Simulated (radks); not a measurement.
Spherical quantum dot in the effective-mass picture: electrons in a hard-walled sphere of radius 2.16, all in effective atomic units (hartree* = m*/eps^2 hartree, bohr* = eps/m* bohr), one dielectric constant everywhere. Method: non-relativistic Kohn-Sham, PBEsol, spin-polarised, spherical densities; computed with a radial shooting solver with Libxc functionals. Levels are named by radial order and angular momentum (1s, 1p, 1d, 2s, ...), and open shells are averaged over m. Each electron was tried in the lowest free levels, single moves between levels near the top were tried too, and the lowest total energy was kept; such a search can miss a lower state. At N = 1 the Hartree and exchange-correlation terms need not cancel, so that row can carry a self-interaction error.

\begin{tabular}{lrrrrrrr}
N & open shells & 2S & E (hartree*) & mu = E(N) - E(N-1) (hartree*) & addition energy mu(N+1) - mu(N) (hartree*) & e(HOMO) (hartree*) & rms radius (bohr*) \\ \hline
1 & 1s(up 1, down 0) & 1 & 1.07312 & 1.0731 & 0.7651 & 1.3641 & 1.154 \\
2 & none & 0 & 2.91131 & 1.8382 & 1.595 & 2.1303 & 1.186 \\
3 & 1p(up 1, down 0) & 1 & 6.34478 & 3.4335 & 0.5874 & 3.7223 & 1.257 \\
4 & 1p(up 2, down 0) & 2 & 10.3657 & 4.0209 & 0.6050 & 4.3219 & 1.296 \\
5 & 1p(up 3, down 0) & 3 & 14.9916 & 4.6259 & 0.7895 & 4.9308 & 1.322 \\
6 & 1p(up 3, down 1) & 2 & 20.4070 & 5.4154 & 0.5740 & 5.6982 & 1.343 \\
7 & 1p(up 3, down 2) & 1 & 26.3964 & 5.9895 & 0.5905 & 6.2832 & 1.359 \\
8 & none & 0 & 32.9764 & 6.5800 & 1.800 & 6.8778 & 1.373 \\
9 & 1d(up 1, down 0) & 1 & 41.3562 & 8.3798 & 0.5701 & 8.6640 & 1.393 \\
10 & 1d(up 2, down 0) & 2 & 50.3061 & 8.9499 & 0.5741 & 9.2365 & 1.409 \\
11 & 1d(up 3, down 0) & 3 & 59.8301 & 9.5240 & 0.5763 & 9.8118 & 1.423 \\
12 & 1d(up 4, down 0) & 4 & 69.9303 & 10.100 & 0.5775 & 10.389 & 1.435 \\
13 & 1d(up 5, down 0) & 5 & 80.6081 & 10.678 & 0.7450 & 10.967 & 1.446 \\
14 & 1d(up 5, down 1) & 4 & 92.0309 & 11.423 & 0.5615 & 11.703 & 1.455 \\
15 & 1d(up 5, down 2) & 3 & 104.015 & 11.984 & 0.5655 & 12.267 & 1.464 \\
16 & 1d(up 5, down 3) & 2 & 116.565 & 12.550 & 0.5679 & 12.833 & 1.472 \\
17 & 1d(up 5, down 4) & 1 & 129.683 & 13.118 & 0.5694 & 13.402 & 1.479 \\
18 & none & 0 & 143.370 & 13.687 & 2.009 & 13.972 & 1.486 \\
19 & 1f(up 1, down 0) & 1 & 159.067 & 15.697 & 0.5557 & 15.974 & 1.495 \\
20 & 1f(up 2, down 0) & 2 & 175.319 & 16.252 & 0.5569 & 16.531 & 1.503 \\
21 & 1f(up 3, down 0) & 3 & 192.128 & 16.809 & 0.5576 & 17.088 & 1.510 \\
22 & 1f(up 4, down 0) & 4 & 209.495 & 17.367 & 0.5582 & 17.646 & 1.516 \\
23 & 1f(up 5, down 0) & 5 & 227.420 & 17.925 & 0.5585 & 18.204 & 1.523 \\
24 & 1f(up 6, down 0) & 6 & 245.904 & 18.484 & 0.5587 & 18.763 & 1.528 \\
25 & 1f(up 7, down 0) & 7 & 264.946 & 19.042 & 0.7151 & 19.322 & 1.534 \\
26 & 1f(up 7, down 1) & 6 & 284.703 & 19.757 & 0.5501 & 20.032 & 1.539 \\
27 & 1f(up 7, down 2) & 5 & 305.011 & 20.307 & 0.5513 & 20.583 & 1.544 \\
28 & 1f(up 7, down 3) & 4 & 325.870 & 20.859 & 0.5522 & 21.135 & 1.548 \\
29 & 1f(up 7, down 4) & 3 & 347.281 & 21.411 & 0.5528 & 21.687 & 1.553 \\
30 & 1f(up 7, down 5) & 2 & 369.244 & 21.964 & 0.5532 & 22.240 & 1.557 \\
31 & 1f(up 7, down 6) & 1 & 391.761 & 22.517 & 0.5536 & 22.794 & 1.561 \\
32 & none & 0 & 414.832 & 23.070 & 1.053 & 23.347 & 1.565 \\
33 & 2s(up 1, down 0) & 1 & 438.955 & 24.123 & 0.8808 & 24.480 & 1.559 \\
34 & none & 0 & 463.959 & 25.004 & 1.458 & 25.354 & 1.553 \\
35 & 1g(up 1, down 0) & 1 & 490.420 & 26.461 & 0.5442 & 26.733 & 1.558 \\
36 & 1g(up 2, down 0) & 2 & 517.426 & 27.006 & 0.5445 & 27.278 & 1.562 \\
37 & 1g(up 3, down 0) & 3 & 544.976 & 27.550 & - & 27.823 & 1.567 \\
\end{tabular}

All shells are closed at N = 2, 8, 18, 32, 34 (there: 1s2 1p6 1d10 2s2 1f14); the second difference of the energy has clear peaks (12 % above both neighbours; the first and last values, which can be the largest, are not judged, and half-filled shells can peak too) at N = 2, 5, 8, 13, 18, 25, 32, 34.
